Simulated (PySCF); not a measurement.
## C2H5O, SMILES `C[CH]O` (C–C–O–H torsion 177°) (charge 0, multiplicity 2)

These are M06-2X/def2-TZVP // B3LYP-D3(BJ)/def2-TZVP (PySCF 2.14.0) values and carry that method's errors.

| Quantity | Value |
|---|---|
| highest occupied spin orbital | -6.05 eV |
| dipole moment | 1.37 D |
| total energy | -154.3689 Ha |
| cost | very roughly 4 core-minutes |

```xyz
8

C     -0.9467    -0.0393     0.0482
C      0.5112    -0.0542     0.3001
O      1.2842    -0.1690    -0.8303
H     -1.2498    -0.9088    -0.5417
H     -1.4936    -0.0557     0.9916
H     -1.2660     0.8539    -0.5100
H      0.9452     0.4902     1.1332
H      2.2154    -0.1171    -0.5912
```
Charge 0, spin multiplicity 2.
